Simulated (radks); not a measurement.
All-electron atom: Lu70+ in 1s1. Method: Dirac Kohn-Sham, PBE, spin-unpolarised, spherical densities, point nucleus; computed with a radial shooting solver on a logarithmic mesh with Libxc functionals. Some entries of the table are withheld. Estimate them.

orbital,occ.,eigenvalue (hartree),<1/r> (bohr^-1)
1s1/2,1,-2693.223,(1)
2s1/2,0,-679.8858,21.43
2p1/2,0,-677.9402,(2)
2p3/2,0,-628.0508,(3)

Answer. 
(1) 1s1/2 <1/r> (bohr^-1): 82.94
(2) 2p1/2 <1/r> (bohr^-1): 21.38
(3) 2p3/2 <1/r> (bohr^-1): 18.25
